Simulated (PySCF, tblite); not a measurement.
A set of runs on `Cc1ccc(O)[c]c1C#N` [radical]; the geometry of each is named by its level. Settings lines and outputs come from a driver script.

Compound: C8H6NO (doublet state).
Numbering: `[CH3:1][c:2]1[cH:3][cH:4][c:5]([OH:6])[c:7][c:8]1[C:9]#[N:10]` (hydrogens: H11, H12, H13 on C1; H14 on C3; H15 on C4; H16 on O6)

Step 1: GFN2-xTB geometry optimisation, gas phase (tblite 0.8.0) (from a force-field or distance-geometry start)
```json
{"job": {"kind": "relax", "xc": "GFN2-xTB", "basis": "xTB"}, "charge": 0, "multiplicity": 2}
```
```
step      E/eV     max force
  0    -735.41541    2.260
  1    -735.44405    5.813
  2    -735.50097    2.543
...
 32    -735.60171    0.014
 33    -735.60173    0.011
 34    -735.60175    0.012
 35    -735.60176    0.012
 36    -735.60177    0.005
```

Energy lowered by 4.3 kcal/mol over 36 steps; largest atomic force 0.005 eV/Å at the end. «max force» is the largest atomic force in eV/Å.

On Arm Neoverse V1, one thread (shared host), this took 0.28 s of wall time.

Step 2: GFN2-xTB harmonic vibrations, gas phase (tblite 0.8.0) (on the GFN2-xTB geometry)
```json
{"job": {"kind": "ir", "xc": "GFN2-xTB", "basis": "xTB"}, "charge": 0, "multiplicity": 2}
```
```
(table of modes left out)
```

42 modes from 52 to 3516 cm⁻¹ (unscaled, harmonic); zero-point energy 71.7 kcal/mol; all wavenumbers are real at this level.

Hardware: an Arm Neoverse V1 with one thread, shared host. Cost: 0.59 s.

Step 3: UKS B3LYP, pcH-1 on C H N O, non-relativistic, mean-field spin-orbit, GIAO (PySCF 2.14.0) (on the GFN2-xTB geometry)
```json
{"job": {"kind": "epr", "basis": "pcH-1"}, "charge": 0, "multiplicity": 2}
```
```
...
E = -438.36285512 Eh   <S^2> = 0.7583 (exact 0.7500)
g shifts (ppm)      1          2          3
  rmc          -163       -163       -163
  gc             25         18         -9
  oz_so        -581        -92        651
  total        -719       -238        478
hyperfine (MHz)  atom isotope    a_iso     a_fc   dipolar eigenvalues
    0   13C       4.78       4.78     -1.21     -1.07      2.27
    1   13C      35.88      35.88     -6.19     -2.60      8.79
    2   13C      -4.08      -4.08     -6.25      2.24      4.00
    3   13C      33.73      33.73     -5.18     -1.57      6.75
    4   13C      -9.39      -9.39    -14.68     -4.86     19.55
    5   17O      -6.70      -6.70     -5.38      0.44      4.94
    6   13C     408.59     408.59    -81.50    -62.40    143.90
    7   13C      -3.13      -3.13    -13.90     -2.04     15.94
    8   13C      36.92      36.92     -2.37     -1.48      3.85
    9   14N      -0.36      -0.36     -1.39      0.15      1.24
   10    1H       6.39       6.39     -1.20     -0.63      1.83
   11    1H       1.36       1.36     -1.52     -0.88      2.40
   12    1H       1.37       1.37     -1.52     -0.88      2.40
   13    1H       3.69       3.69     -1.61      0.27      1.34
   14    1H      27.97      27.97     -2.80     -2.07      4.87
...
```

⟨S²⟩ 0.758; g_iso 2.0022. rmc, gc and oz_so are the mass-correction, gauge-correction and orbital-Zeeman/spin–orbit parts of the g shift along its three principal axes; a_iso is the isotropic hyperfine coupling and a_fc its Fermi-contact part. The log counts atoms from 0, this text from 1.

On Arm Neoverse V1, one thread, no GPU (shared host), this took 1.8 min of wall time (grids of density and orbitals included) and 1.1 GiB of memory at its peak.

Geometry of the electronic-property runs (GFN2-xTB):
```
atom  x, y, z in Å
C1    -2.2248    0.3878    0.2753
C2    -0.7533    0.1617    0.1380
C3     0.1720    0.6632    1.0345
C4     1.5316    0.4415    0.8900
C5     2.0290   -0.3077   -0.1827
O6     3.3488   -0.5454   -0.3558
C7     1.0918   -0.7937   -1.0582
C8    -0.2539   -0.5962   -0.9490
C9    -1.1553   -1.1327   -1.8973
N10   -1.8986   -1.5606   -2.6572
H11   -2.4390    0.9837    1.1592
H12   -2.7522   -0.5625    0.3551
H13   -2.6166    0.9042   -0.6008
H14   -0.1743    1.2462    1.8758
H15    2.2293    0.8493    1.6108
H16    3.8577   -0.1302    0.3508
```

 (This holds for the electronic-property runs.)

One conformer stands for the species.
